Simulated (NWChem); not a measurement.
System: CH₃FOSi; SMILES C(=O)[SiH2]F

The following NWChem deck was run.

```
start job
memory heap 200 mb stack 900 mb global 1100 mb
geometry units angstroms noautosym nocenter noautoz
  O      0.082210    -2.084672     0.000000
  C     -0.536131    -1.048166     0.000000
  Si     0.467378     0.590384     0.000000
  F     -0.551820     1.858104     0.000000
  H     -1.661612    -1.051428     0.000000
  H      1.300734     0.636561    -1.230675
  H      1.300734     0.636561     1.230675
end
basis spherical
  O library 6-31g*
  C library 6-31g*
  Si library 6-31g*
  F library 6-31g*
  H library 6-31g*
end
dft
  xc hfexch
  iterations 150
  mulliken
end
task dft energy
esp
  recalculate
  probe 0.07
  range 0.3
  factor 1.0
  spacing 0.02
end
task esp
```

Coordinates come from a PBE0/def2-SVP optimisation.

Atomic charges in e: unrestrained fits to the electrostatic potential beside Mulliken populations; buried atoms are poorly determined by the fit.

Atoms are numbered as in the input.

Task: What results follow from this input? (Hartree-Fock/6-31G* (spherical d).) Quantities: ESP O1; Mulliken O1; ESP C2; Mulliken C2; ESP Si3; Mulliken Si3; ESP F4; Mulliken F4; relative RMS misfit of the potential (%).

Result: 
- ESP O1 = -0.47
- Mulliken O1 = -0.45
- ESP C2 = 0.32
- Mulliken C2 = 0.03
- ESP Si3 = 0.71
- Mulliken Si3 = 1.08
- ESP F4 = -0.35
- Mulliken F4 = -0.54
- relative RMS misfit of the potential (%) = 19
